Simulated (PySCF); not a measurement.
# Structure from 2D NMR

Compound of formula C6H2F4. Correlations simulated from computed shifts and couplings:

HSQC (one-bond C–H):
```csv
δH,δC,"¹J(C,H) (Hz)"
6.69,100.4,174
```

HMBC (two and three bonds, |J| ≥ 2.5 Hz):
```csv
δH,δC [abs. J in Hz]
6.69,142.9 [9.6]
```

Carbons without hydrogens: δ 142.9.

No relativistic terms, no solvent model, equivalent nuclei averaged, one computed conformer. Geometry: PBE0-D3(BJ)/def2-SVP; J: B3LYP/pcJ-1 (spin–dipole term only in couplings to heteroatoms); NMR shieldings at KT3/pcSseg-1/GIAO; PySCF.

Scale: ¹H (σref 31.32), ¹³C (σref 182.31) vs TMS (reference shieldings calculated alike).

Exchangeable hydrogens are left out of these lists, and C,H couplings along chains are those of one rotamer, so weak HMBC peaks may be missing or extra.

Problem. Assemble the structure.

Solution. `C1=C(F)C(F)=CC(F)=C1F`.

Atom-mapped SMILES (the numbers label the heavy atoms): `[F:1][c:2]1[cH:3][c:4]([F:5])[c:6]([F:7])[cH:8][c:9]1[F:10]`; H(Xn) means a hydrogen on atom n.

1. δC 142.9 is C2/C4/C6/C9, an aromatic carbon bearing fluorine.
2. δC 100.4 is C3/C8, an aromatic CH (δH 6.69).
3. HMBC from δH 6.69 reaches the proton-free carbon C2/C4/C6/C9.

The data come from this structure; uniqueness wasn't tested.

Common functionals overestimate the size of one-bond C–F couplings by tens of Hz; these are unscaled. Shifts are as computed, not scaled to solution data. Of 1211 compounds with measured shifts, 218 miss one by over three times the rms of a fit or turn the order of signals round; such compounds aren't used in these exercises.
